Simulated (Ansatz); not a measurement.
`B[Se]C` + `[SH][Ga]([Cl])[Cl]` → `C[S][Ga]([Cl])[Cl]` + `B[SeH]` at 500 K and 1 bar (substitution at a C–Se bond).

Program: Ansatz. Geometries: PBE0-D4/def2-TZVP. ΔE: electronic, gas phase. CBS: MP2 limit from def2 TZ/QZ plus the TZ coupled-cluster correction, frozen cores. For Ga, Se outer-core shells are correlated without core-valence functions, which leaves a few kJ/mol of doubt a bond. Scalar relativity is left out up to krypton. Each species was taken in one conformer, which may not be the lowest.

```tsv
species	CCSD(T)/CBS energy (Eh)	H − E (kJ/mol)	S (J/(mol·K))
`B[Se]C`	-2466.56684	187.2	346.5
`[SH][Ga]([Cl])[Cl]`	-3242.02309	69.4	396.6
`C[S][Ga]([Cl])[Cl]`	-3281.27922	157.5	454.6
`B[SeH]`	-2427.30556	99.1	288.4
```

H − E and S are ideal-gas, rigid-rotor, harmonic terms from PBE0-D4/def2-TZVP, for one conformer and one mirror image of each species. 1 Eh = 2625.50 kJ/mol, R = 8.31446 J/(mol·K).

**Question.** By hand: ΔE, ΔH, ΔS and ΔG.

**Answer.** ΔE = (-3281.27922) + (-2427.30556) − (-2466.56684) − (-3242.02309) = 0.00515 Eh = 13.5 kJ/mol. Δ(H − E) = 157.5 + 99.1 − 187.2 − 69.4 = 0.0, so ΔH = 13.5 kJ/mol. ΔS = 454.6 + 288.4 − 346.5 − 396.6 = -0.1 J/(mol·K). ΔG = 13.5 − 500 × (-0.1)/1000 = 13.6 kJ/mol.

**Question.** By hand: the equilibrium constant, and the temperature at which ΔG would vanish if ΔH and ΔS stayed fixed.

**Answer.** log₁₀ K = −ΔG/(RT ln 10) = -1.4. ΔH and −TΔS have one sign here, so there is no such temperature. One of them is within its doubt of zero, so this could turn.

The number of gas molecules stays the same, so ΔS is small and ΔH decides. A doubt of 5 kJ/mol in ΔE shifts log₁₀ K by 0.5 here. Other conformers and mirror images would add mixing entropy, several J/(mol·K) or more a flexible species. Modes under 60 cm⁻¹, often nearly free rotors, make the harmonic entropy too high. These are equilibria of isolated gas molecules and say nothing of rates. Largest T1 diagnostic: 0.013 (customary marks: 0.02 for closed shells, 0.045 for open ones).
